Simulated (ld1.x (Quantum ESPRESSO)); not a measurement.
**Pseudopotential generation for carbon (C): RRKJ, PBE, scalar-relativistic.**

ld1.x (Quantum ESPRESSO) 7.5 input, shortened:

```
&input
   title='C', zed=6., rel=1, dft='PBE', iswitch=3,
   config='[He] 2s2 2p2'
 /
 &inputp
   pseudotype=2, tm=.false., rho0=0.01, lloc=0,
   nlcc=.true., new_core_ps=.true., rcore=0.20
 /
2
2P  2  1   2.00   0.00  1.70  1.70  0.0
2S  1  0   2.00   0.00  0.35  0.35  0.0
 &test
   configts(1)='2s2 2p2'
 /
```

All-electron outer shells of the reference configuration (PBE, scalar-relativistic, ld1.x):

| shell | level (eV) | outermost node (bohr) | outermost maximum (bohr) |
| --- | --- | --- | --- |
| 1s | -273.38 | – | 0.17 |
| 2s | -13.75 | 0.38 | 1.22 |
| 2p | -5.29 | – | 1.20 |

Problem. Does this generation succeed?

Solution. No. ld1.x (Quantum ESPRESSO) 7.5 stopped with "run_pseudo: Errors in PS-KS equation": the pseudo-atom solver did not find the valence states with the expected number of nodes, which is the usual sign of a ghost state. The 2s radius of 0.35 bohr lies inside the outermost node of the all-electron wave at 0.38 bohr. Before that it printed "Warning: n=1, l=0 expected 0 nodes, found 2".
